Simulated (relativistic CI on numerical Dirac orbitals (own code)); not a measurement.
Calculated levels, Nb2+

Method of calculation: Dirac-Coulomb-Breit CI, separate exchange-only KLI orbitals for each configuration, model QED (radiative potential, 1s self-energy scaled to tabulated hydrogen-like ionisation energies), valence Slater integrals scaled by 0.85, configuration energies shifted to the measured levels that pair with them (semi-empirical) (own radial code, finite nucleus).

CI space (outside the closed core [Kr]): 4d3, 4d2 5s, 4d2 5p, 4d 5s2, 4d2 4f, 4d 5s 5p, 4d2 5d, 4d2 6s, 4d2 6p, 4d 4f2, 4d2 6d, 4d 5p2, 4d2 5f, 4d2 5g, 4d 5s 6s, 4d2 6f, 4d2 6g, 4d 4f 5s, 4d 5p 6s. Levels of other configurations are missing.

The lowest level is 4d3 4F_3/2, with 99 % of that term; Hund's rules for 4d3 give 4F with J = 3/2, in agreement.

```
No.  Configuration  Term     J  E (cm⁻¹)    %  Landé g  Lifetime (s)    jj configuration (%)
  1            4d3    4F   3/2       0.0   99    0.401                          4d3/2^3 (40)
  2            4d3    4F   5/2     446.2  100    1.029      2.62e+02      4d3/2^2 4d5/2 (78)
  3            4d3    4F   7/2    1028.5  100    1.238      1.17e+02      4d3/2 4d5/2^2 (76)
  4            4d3    4F   9/2    1716.0   99    1.332      1.15e+02      4d3/2 4d5/2^2 (48)
  5            4d3    4P   3/2    9313.9   79    1.641      2.17e+01      4d3/2^2 4d5/2 (59)
  6            4d3    4P   1/2    9329.1   90    2.464      1.99e+01      4d3/2^2 4d5/2 (82)
  7            4d3    2G   7/2    9880.2   99    0.889      7.10e+00      4d3/2 4d5/2^2 (49)
  8            4d3    4P   5/2   10154.4   99    1.598      1.94e+01      4d3/2 4d5/2^2 (64)
  9            4d3    2G   9/2   10407.0   92    1.100      4.34e+00      4d3/2^2 4d5/2 (58)
 10            4d3    2P   1/2   11214.7   84    0.872      1.59e+01      4d3/2 4d5/2^2 (79)
 11            4d3    2P   3/2   11498.2   58    1.317      5.30e+00      4d3/2 4d5/2^2 (51)
 12            4d3    2H   9/2   13570.7   93    0.922      9.66e+00      4d3/2 4d5/2^2 (48)
 13            4d3    2D   3/2   13590.1   76    0.907      1.91e+00            4d5/2^3 (59)
 14            4d3    2D   5/2   13850.2   95    1.203      2.65e+00      4d3/2 4d5/2^2 (50)
 15            4d3    2H  11/2   13918.9  100    1.091      2.79e+01     4d3/2 4d5/2^2 (100)
 16            4d3    2F   7/2   20922.5   90    1.143      3.23e+00      4d3/2 4d5/2^2 (67)
 17            4d3    2F   5/2   20981.2   88    0.858      3.33e+00      4d3/2 4d5/2^2 (46)
 18         4d2 5s    4F   3/2   24621.6   99    0.400      8.58e-02         4d3/2^2 5s (73)
 19         4d2 5s    4F   5/2   25096.8   99    1.028      8.33e-02     4d3/2 4d5/2 5s (62)
 20         4d2 5s    4F   7/2   25758.6  100    1.238      7.96e-02     4d3/2 4d5/2 5s (83)
 21         4d2 5s    4F   9/2   26589.3  100    1.334      7.54e-02         4d5/2^2 5s (77)
 22            4d3    2D   5/2   33168.4   92    1.183      1.77e-01      4d3/2^2 4d5/2 (54)
 23            4d3    2D   3/2   33473.6   97    0.800      1.81e-01      4d3/2 4d5/2^2 (85)
 24         4d2 5s    2F   5/2   34007.0   75    0.916                       4d3/2^2 5s (45)
 25         4d2 5s    4P   1/2   34469.9  100    2.668                       4d3/2^2 5s (44)
 26         4d2 5s    4P   3/2   34735.5   98    1.713                   4d3/2 4d5/2 5s (95)
 27         4d2 5s    4P   5/2   34969.4   84    1.518                   4d3/2 4d5/2 5s (80)
 28         4d2 5s    2F   7/2   35248.3   89    1.142                       4d5/2^2 5s (52)
 29         4d2 5s    2D   3/2   36734.0   92    0.823                       4d5/2^2 5s (44)
 30         4d2 5s    2D   5/2   37198.5   79    1.241                       4d5/2^2 5s (81)
 31         4d2 5s    2G   9/2   40881.6   98    1.111                   4d3/2 4d5/2 5s (76)
 32         4d2 5s    2G   7/2   40943.9   98    0.890                   4d3/2 4d5/2 5s (72)
 33         4d2 5s    2P   1/2   43978.5   93    0.670                   4d3/2 4d5/2 5s (64)
 34         4d2 5s    2P   3/2   44641.4   92    1.329                   4d3/2 4d5/2 5s (48)
 35         4d2 5s    2S   1/2   58952.5   99    2.000                       4d5/2^2 5s (66)
 36        4d2 5p‡   4G°   5/2   61806.8   86    0.612      2.59e-09      4d3/2^2 5p1/2 (77)
 37        4d2 5p‡   4G°   7/2   62961.5   94    0.995      2.46e-09  4d3/2 4d5/2 5p1/2 (71)
 38        4d2 5p‡   4F°   3/2   64000.9   80    0.488      1.12e-09      4d3/2^2 5p1/2 (55)
 39        4d2 5p‡   4G°   9/2   64260.9   97    1.175      2.35e-09  4d3/2 4d5/2 5p3/2 (57)
 40        4d2 5p‡   4F°   5/2   64708.3   65    1.042      1.22e-09  4d3/2 4d5/2 5p1/2 (79)
 41        4d2 5p‡   2F°   5/2   65095.1   51    0.905      1.61e-09      4d3/2^2 5p3/2 (51)
 42        4d2 5p‡   4F°   7/2   65672.4   95    1.232      1.03e-09  4d3/2 4d5/2 5p3/2 (54)
 43        4d2 5p‡   4G°  11/2   65711.6  100    1.273      2.28e-09      4d5/2^2 5p3/2 (77)
 44        4d2 5p‡   2D°   3/2   65882.0   70    0.764      1.39e-09      4d3/2^2 5p3/2 (57)
 45        4d2 5p‡   2F°   7/2   66475.9   83    1.168      1.80e-09      4d5/2^2 5p1/2 (35)
```

Energies count from the lowest computed level; ° marks odd parity; lifetimes are radiative, by E1, M1, E2 decay to levels of this space only; some are left blank where a channel outside the calculation adds to the decay or the decay crosses a small, uncertain gap. Filled j subshells are mostly left out of the jj labels. ‡ marks configurations that were not tied to measured data.

The mean weight of the leading LS term, summed over parents, in these 45 levels is 90 %, and that of the leading jj configuration (from the same eigenvectors) 64 %, so LS coupling describes them better.

Configurations whose levels could be paired with our table of measured levels were shifted onto them, all but the ground configuration, by the median error of their levels; single terms can still be off by 1,000 to 2,000 cm⁻¹ or more, and rates follow the energies as ν³ (E1, M1) or ν⁵ (E2). The others borrow a shift and can be off by several thousand cm⁻¹ or more. The fine structure of a lone outer electron comes out too small, for d and f at times inverted, and misplaced configurations move strength between like terms. 22 of the 24 excited levels that our extract of the measured tables holds in this range could be paired (the sources list more); they are missed by 453 cm⁻¹ on average and 1062 at most, after the shifts were fitted to these levels, and levels without a partner can miss by more. Some levels of the ground configuration have no partner and can miss by 10 % or more.

Landé's interval rule says that E(J) − E(J−1) = AJ with one A. For the ground term the intervals give A = 178.5, 166.4, 152.8 cm⁻¹ for J = 5/2, 7/2, 9/2; the multiplet is regular.
